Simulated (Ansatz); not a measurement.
`CC(C)=CN` + SiH₄ → `C/C([SiH3])=C\N` + CH₄  (formal exchange of groups at a C–C bond)

Gas-phase electronic energies from Ansatz, PBE0-D4/def2-TZVP geometries. CCSD(T)/CBS is the MP2 limit (def2-TZVPP, def2-QZVPP) plus CCSD(T) − MP2 in def2-TZVPP, frozen cores. This one scheme is used for every species. Functionals use def2-TZVPP. One conformer a species, not always the lowest.

**Question.** Is it downhill or uphill in electronic energy at CCSD(T)/CBS, and by how much? (Estimate.)

**Answer.** Computed: Downhill: ΔE = -49.6 kJ/mol.

**Question.** What do these levels give: B2PLYP, PBE, MP2/def2-TZVPP, SCS-MP2/def2-TZVPP, HF/def2-QZVPP, HF/CBS(def2)? (Estimate.)

**Answer.** Computed: B2PLYP -49.6, PBE -49.6, MP2/def2-TZVPP -51.5, SCS-MP2/def2-TZVPP -47.6, HF/def2-QZVPP -43.3, HF/CBS(def2) -43.3 kJ/mol.

Largest T1 diagnostic among the species: 0.012.

In def2-TZVPP, CCSD(T) changes the Hartree–Fock value by −3.2 kJ/mol (the triples alone add −1.6 kJ/mol) and MP2 by −8.3 kJ/mol. The D4 term adds −3.9 kJ/mol with B3LYP and −2.2 kJ/mol with PBE0; it sums over pairs of atoms, weighted by their polarisabilities, and B3LYP, whose exchange is more repulsive, gets the larger term.

B3LYP here is the variant with VWN-RPA as its local correlation; programs differ in this.
